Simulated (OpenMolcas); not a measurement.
## Sb: CASPT2 settings compared

| Quantity | Value |
| --- | --- |
| Program | OpenMolcas 26.06 |
| Basis | ANO-R1 [6s5p3d1f] |
| Scalar Hamiltonian | X2C, finite nucleus |
| Active space | 3 electrons in 3 orbitals (5p) |
| State averaging | 2S+1 = 4 odd, 1 root; 2S+1 = 2 odd, 8 roots kept (CI in the orbitals of an earlier block) |
| Spin-orbit coupling | RASSI with atomic mean-field integrals over the reference wave functions, term energies averaged over their components |

Methods on the same reference wave functions:
A. CASSCF
B. SS-CASPT2, IPEA 0.2 Eh, no level shift (closed shells correlated: 4d 5s)
C. SS-CASPT2, IPEA 0.5 Eh, real shift 0.05 Eh (closed shells correlated: 4d 5s)
D. XMS-CASPT2, IPEA 0.4 Eh, sigma2 regulariser 0.4 Eh (closed shells correlated: 5s)

Energies in cm-1 above 5s2 5p3 4S* 3/2, the measured ground level; measured values from NIST Handbook of Basic Atomic Spectroscopic Data.

```csv
Level,A,B,C,D,Measured
5s2 5p3 4S* 3/2,0.0,0.0,0.0,0.0,0.0
5s2 5p3 2D* 3/2,12873,11880,11680,11170,8512
5s2 5p3 2D* 5/2,13754,12860,12650,12180,9854
5s2 5p3 2P* 1/2,22702,20600,20440,19600,16395
5s2 5p3 2P* 3/2,23916,21950,21780,21000,18464
```

Deviations, from unrounded energies. A percentage is the sum of absolute deviations over the sum of measured energies, with the sign that they share, or ± where signs differ.

```json
{"Against measurement": "mean absolute deviation (cm-1)", "Levels": "4", "A": "5000", "B": "3500", "C": "3300", "D": "2700"}
{"Against measurement": "other terms of the ground configuration (%)", "Levels": "4", "A": "+37.6", "B": "+26.4", "C": "+25.0", "D": "+20.2"}
```

D lies closest to measurement on these levels and A furthest from it. The largest miss of D in the table is 5s2 5p3 2P* 1/2, by +3200 cm-1. The ranking rests on the paired levels alone, and a cruder setting can come out closer through cancelling errors.

Among B to D the level of the table that moves most is 5s2 5p3 2P* 1/2, by 990 cm-1 (lowest in D, highest in B). Moves below CASPT2's spread within the term are not significant.

The mean deviations of B to D differ by less than CASPT2's widest spread within a term (1200 cm-1), so their order carries little weight.

From A to B the spin-free energies of the other terms of 5s2 5p3 shown, above 4S*, scale by factors of 0.90 to 0.93.

The lowest spin-free term lies below A's lowest term by 0.387 hartree in B, 0.379 hartree in C, 0.036 hartree in D.

CASPT2 breaks the degeneracy within a term, and the mean is taken; among the terms shown or strongly mixed into the levels shown the widest spread is 1200 cm-1 (5s2 5p3 2D*, D). Terms from blocks run as CI alone lack orbitals of their own. With the s shell closed, the reference lacks s² → p² mixing. Some terms miss by over 15 % even with CASPT2, which points to a basis or an active space too small for the shells correlated (holds for B; C; D). Computed and measured levels are paired by configuration, term and J; levels that our copy of the source lacks, or whose pairing is in doubt (as where it misses far off the trend of its configuration), stay unpaired and out of the deviations. Levels of configurations outside the active space are missing.

* marks odd parity.
